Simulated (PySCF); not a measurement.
C7H5ClO.
Bonds: O1–C2 (double), C2–Cl3, C2–C4, C4–C5 (aromatic), C5–C6 (aromatic), C6–C7 (aromatic), C7–C8 (aromatic), C8–C9 (aromatic), C4–C9 (aromatic). Hydrogens: H10 on C5; H11 on C6; H12 on C7; H13 on C8; H14 on C9.

Definitions: NICS(0) = −σiso at the ring centroid; NICS(1) = −σiso and NICS(1)zz = −σzz at ±1 Å along the ring normal z. Level: GIAO PBE0/pcSseg-1 (PySCF, non-relativistic, gas phase) on the GFN2-xTB geometry, one conformer.

Ring bond lengths (Å), with Mayer bond orders in brackets: C4–C5 1.394 (1.35), C5–C6 1.382 (1.45), C6–C7 1.386 (1.43), C7–C8 1.387 (1.42), C8–C9 1.380 (1.45), C9–C4 1.399 (1.38).

Problem. Give the NICS values of each ring in ppm.

Solution. 
| ring | type | NICS(0) | NICS(1), two faces | NICS(1)zz, two faces | rms pucker (Å) | centre to ring atoms, mean (Å) |
| --- | --- | --- | --- | --- | --- | --- |
| C4–C5–C6–C7–C8–C9 | 6-membered carbocycle; formal bonds all aromatic | -8.4 | -11.3 / -11.3 | -27.8 / -27.8 | 0.00 | 1.39 |

Problem. What do they say, and how far can they be read as aromaticity?

Solution. 
- C4–C5–C6–C7–C8–C9: mean NICS(1)zz -27.8 ppm, shielded. The ring is flat and has no four-coordinate atom; by the NICS criterion it is aromatic.

Problem. And the bond-length index? Use HOMA with the parameters of Krygowski (1993).

Solution. 
- C4–C5–C6–C7–C8–C9: HOMA 0.99 = 1 − EN − GEO, with mean bond length 1.388 Å, EN = α(Ropt − mean)² = 0.000 and GEO = α × variance = 0.011. The geometric and the magnetic index point the same way.

Problem. List the ring angles and the Hirshfeld charges of the ring atoms.

Solution. 
- C4–C5–C6–C7–C8–C9: C4 119.5° (-0.023 e), C5 119.8° (-0.038 e), C6 120.4° (-0.040 e), C7 120.1° (-0.026 e), C8 120.0° (-0.039 e), C9 120.2° (-0.028 e); sum 720.0° against 720° for a flat convex ring.

Problem. How shielded are the nuclei of the rings and their hydrogens (means over atoms taken as equivalent)?

Solution. 
| atoms | environment | σ isotropic (ppm) | principal values of the symmetric part, first atom (ppm) |
| --- | --- | --- | --- |
| C4 | substituted aromatic carbon | 50.8 | -38.5, 36.6, 154.2 |
| C5 (×2) | aromatic CH carbon | 47.2 | -54.1, 17.7, 173.5 |
| C6 (×2) | aromatic CH carbon | 52.7 | -57.3, 36.7, 178.5 |
| C7 | aromatic CH carbon | 45.0 | -68.7, 25.7, 178.1 |
| H10 (×2) | aromatic hydrogen | 23.06 | 18.1, 21.4, 29.3 |
| H11 (×2) | aromatic hydrogen | 23.90 | 20.4, 24.2, 27.1 |
| H12 | aromatic hydrogen | 23.76 | 20.7, 23.8, 26.8 |

Shape of the structure used: `[O:1]=[C:2]([Cl:3])[c:4]1[cH:5][cH:6][cH:7][cH:8][cH:9]1`: O1–C2–C4–C5 180°.
